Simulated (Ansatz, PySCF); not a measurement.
Noncovalent pair: NH3 (SMILES N) (first 4 atoms) with CH3Cl (SMILES CCl); geometry from B3LYP-D3(BJ)/def2-TZVP, rigid monomers moved along the line of their centres of mass till N1···H7 is 2.26 Å.
(charge 0, multiplicity 1):
```tsv
atom	x (Å)	y (Å)	z (Å)
N	0.2794	0.0828	0.0081
H	0.4386	0.8648	-0.6166
H	0.1386	-0.7398	-0.5668
H	-0.5888	0.2603	0.5029
C	0.6739	0.0967	3.1321
Cl	-1.0940	0.4218	2.9963
H	1.0630	-0.0021	2.1224
H	1.1268	0.9346	3.6533
H	0.8006	-0.8205	3.6991
```

Monomers are frozen at their geometry in the pair; levels with a basis set take the counterpoise correction. Rows marked so take none.

Rows in 3-21G carry no dispersion term and start afresh at each structure.

Run with Ansatz (a first-principles code); PySCF for 3-21G rows, the dispersion terms. Values without a source in brackets are computed.

Question: Predict the interaction energy from PBE/def2-TZVPPD.

Answer: -8 kJ/mol

Question: Estimate the interaction energy that r2SCAN-D3(BJ)/def2-TZVPPD returns for this input.

Answer: -11 kJ/mol

Question: What interaction energy does HF/3-21G (no counterpoise) give?

Answer: -22 kJ/mol
